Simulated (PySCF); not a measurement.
A calculated (UHF, PySCF 2.14, def2-SVP, the non-relativistic Hamiltonian (point nucleus)) atom or ion has these occupied shells.

```csv
shell,electrons,orbital energy (eV),"rms radius, mean of both spins (bohr)"
1s α,1,-14165.3,0.0491
1s β,1,-14165.1,0.0491
2s α,1,-1913.8,0.203
2s β,1,-1913.7,0.203
2p α,3,-1726.7,0.179
2p β,3,-1726.5,0.179
3s α,1,-307.41,0.576
3s β,1,-307.12,0.576
3p α,3,-239.00,0.586
3p β,3,-238.61,0.586
3d α,5,-116.31,0.610
3d β,5,-116.11,0.610
4s α,1,-43.465,1.70
4s β,1,-40.205,1.70
4p α,3,-25.616,2.00
4p β,2,-24.261,2.00
```

Name the element and its charge.

Kr⁺ (krypton, charge +1), in [Ar] 3d10 4s2 4p5, 2P determinant.
